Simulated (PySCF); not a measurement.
Job for PySCF: R-B3LYP/6-311+G** on CH4ClF (a complex).

```python
from pyscf import gto, scf, dft, mp
from pyscf.data.elements import chemcore

mol = gto.M(
    atom='''
    Cl    0.16520819    0.05211868   -0.13614396
    H     0.21537761    0.50856112    1.07035412
    C    -0.48866229   -0.55001754    3.52718863
    F     0.05073676    0.63016170    2.99506058
    H     0.22773546   -0.95935881    4.23789758
    H    -1.42564738   -0.30089766    4.02309814
    H    -0.66048724   -1.24801322    2.70866024
    ''',
    basis='6-311+g**',
    charge=0, spin=0, verbose=3, max_memory=1800)
mf = dft.RKS(mol, xc='b3lyp')
mf.conv_tol = 1e-8
mf.max_cycle = 100
mf.kernel()
if not mf.converged:
    mf = mf.newton().run(mf.mo_coeff, mf.mo_occ)
```

Program output:

```
converged SCF energy = -600.630876295691
```

The run converged.

Cost: around 4 core-seconds (rough).
